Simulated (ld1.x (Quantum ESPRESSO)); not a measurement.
Cutoff test, Cr (Z = 24), TM

ld1.x (Quantum ESPRESSO) 7.5 input, shortened:

```
&input
   title='Cr', zed=24., rel=2, dft='PW91', iswitch=3,
   config='[Ar] 3d5 4s0 4p0', rel_dist='average'
 /
 &inputp
   pseudotype=2, tm=.true., lloc=2,
   nlcc=.true., rcore=1.55
 /
3
4S  1  0   0.00   0.00  2.50  2.50  0.0
4P  2  1   0.00   0.00  2.65  2.65  0.0
3D  3  2   5.00   0.00  1.55  1.55  0.0
 &test
   configts(1)='3d5 4s0 4p0'
 /
```

Open shells are filled in proportion to 2j + 1 (rel_dist='average').

The pseudo-atom Hamiltonian at the reference potential is diagonalised in spherical Bessel functions j_l(qr) that vanish at 20 bohr, with q² up to the cutoff. All-electron valence levels (Ry): 4s -0.7335, 4p1/2 -0.4483, 4p3/2 -0.4446, 3d3/2 -0.7339, 3d5/2 -0.7280.

How do the lowest levels (Ry) of each channel move with the cutoff, and are there ghosts?

```tsv
cutoff (Ry)	s #1	s #2	s #3	p1/2 #1	p1/2 #2	p1/2 #3	p3/2 #1	p3/2 #2	d3/2 #1	d3/2 #2	d5/2 #1	f #1	Σ f·Δε (mRy)
8	-4.1666	-0.7300	-0.2083	-0.4482	-0.1318	-0.0184	-0.4445	-0.1309	-0.2164	-0.0704	-0.2164	-0.0479	2569.7
12	-7.7022	-0.7317	-0.2084	-0.4484	-0.1321	-0.0192	-0.4447	-0.1312	-0.2253	-0.0736	-0.2253	-0.0479	2525.4
18	-10.9401	-0.7333	-0.2084	-1.4734	-0.4483	-0.1314	-1.5723	-0.4446	-0.2407	-0.0793	-0.2407	-0.0479	2448.4
25	-12.4636	-0.7334	-0.2084	-3.1811	-0.4483	-0.1316	-3.2663	-0.4446	-0.2654	-0.0881	-0.2654	-0.0479	2324.6
35	-13.6521	-0.7335	-0.2086	-4.5425	-0.4483	-0.1317	-4.6174	-0.4446	-0.3672	-0.1163	-0.3672	-0.0479	1815.5
45	-14.0852	-0.7335	-0.2087	-5.1846	-0.4483	-0.1317	-5.2557	-0.4446	-0.5220	-0.1394	-0.5220	-0.0479	1041.7
55	-14.2422	-0.7335	-0.2088	-5.4463	-0.4483	-0.1317	-5.5146	-0.4446	-0.6494	-0.1501	-0.6494	-0.0479	404.6
70	-14.2763	-0.7335	-0.2088	-5.5901	-0.4483	-0.1317	-5.6561	-0.4446	-0.7153	-0.1542	-0.7153	-0.0479	75.1
90	-14.2773	-0.7335	-0.2088	-5.6152	-0.4483	-0.1317	-5.6807	-0.4446	-0.7295	-0.1551	-0.7295	-0.0479	4.1
110	-14.2789	-0.7335	-0.2088	-5.6157	-0.4483	-0.1317	-5.6812	-0.4446	-0.7302	-0.1552	-0.7302	-0.0479	0.7
140	-14.2800	-0.7335	-0.2088	-5.6165	-0.4483	-0.1317	-5.6821	-0.4446	-0.7302	-0.1552	-0.7302	-0.0479	0.5
400	-14.2803	-0.7335	-0.2088	-5.6169	-0.4483	-0.1317	-5.6824	-0.4446	-0.7303	-0.1552	-0.7303	-0.0479	0.0
```

Result: ghost states, extra bound levels that the all-electron valence spectrum of the same l lacks: s at -194.3 eV, p3/2 at -77.3 eV, p1/2 at -76.4 eV (a true bound ghost makes a file unfit for plane-wave use); 10 mRy is reached at 90 Ry and 1 mRy at 110 Ry.

Its largest configuration-test error is -2726 meV.
